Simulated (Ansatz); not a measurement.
Consider the formal exchange of groups at a Te–C bond: `F[SiH2]C[TeH]` + `Cl[SiH](Cl)Cl` → `Cl[Si](Cl)(Cl)[TeH]` + `C[SiH2]F`.

Calculated with Ansatz (gas phase, PBE0-D4/def2-TZVP geometries, no zero-point term in ΔE). CBS: MP2 limit from def2 TZ/QZ plus the TZ coupled-cluster correction, frozen cores. This one scheme is used for every species. DFT in def2-TZVPP. B3LYP here is the variant with VWN-RPA as its local correlation; programs differ in this. Elements past krypton have def2 core potentials. For Te outer-core shells are correlated without core-valence functions, which leaves a few kJ/mol of doubt a bond. Each species was taken in one conformer, which may not be the lowest.

`F[SiH2]C[TeH]`:

Z-matrix (Å, degrees):
```
Si
C 1 1.855
F 1 1.602 2 109.3
H 1 1.486 2 111.1 3 117.3
H 1 1.481 2 110.5 3 -119.1
Te 2 2.152 1 111.9 3 57.0
H 2 1.090 1 113.3 3 -67.0
H 2 1.094 1 109.1 3 172.3
H 6 1.657 2 93.8 1 -46.8
```

`Cl[SiH](Cl)Cl`:

Z-matrix (Å, degrees):
```
Si
Cl 1 2.030
Cl 1 2.030 2 109.5
Cl 1 2.030 2 109.5 3 -120.1
H 1 1.469 2 109.4 3 120.0
```

`Cl[Si](Cl)(Cl)[TeH]`:

Z-matrix (Å, degrees):
```
Si
Cl 1 2.037
Cl 1 2.036 2 109.0
Cl 1 2.036 2 109.0 3 116.5
Te 1 2.468 2 106.2 3 -121.8
H 5 1.658 1 90.2 2 -179.9
```

`C[SiH2]F`:

Cartesian coordinates in Å:
```
C -0.265 -0.501 -0.805
Si 0.204 0.469 0.703
F 1.454 -0.234 1.420
H -0.544 -1.524 -0.542
H -1.120 -0.033 -1.301
H 0.561 -0.541 -1.519
H 0.616 1.853 0.354
H -0.905 0.511 1.690
```

```
             level  ΔE (kJ/mol)
         r2SCAN-D4        -95.3
          B3LYP-D4        -92.8
            r2SCAN        -94.8
     HF/def2-TZVPP        -83.0
SCS-MP2/def2-TZVPP        -84.4
   CCSD/def2-TZVPP        -82.3
    MP2/def2-QZVPP        -93.3
     MP2/CBS(def2)        -95.9
```

(1) What does CCSD(T)/CBS give? (Best estimate.)

Largest T1 diagnostic among the species: 0.011.

## Answers

(1) Ansatz gave: -88.3 kJ/mol. The listed levels differ from it by -7.0, -4.5, -6.5, 5.3, 3.9, 6.0, -5.0, -7.6 kJ/mol.

The D4 term adds −4.7 kJ/mol with B3LYP and −2.7 kJ/mol with PBE0; it sums over pairs of atoms, weighted by their polarisabilities, and B3LYP, whose exchange is more repulsive, gets the larger term.
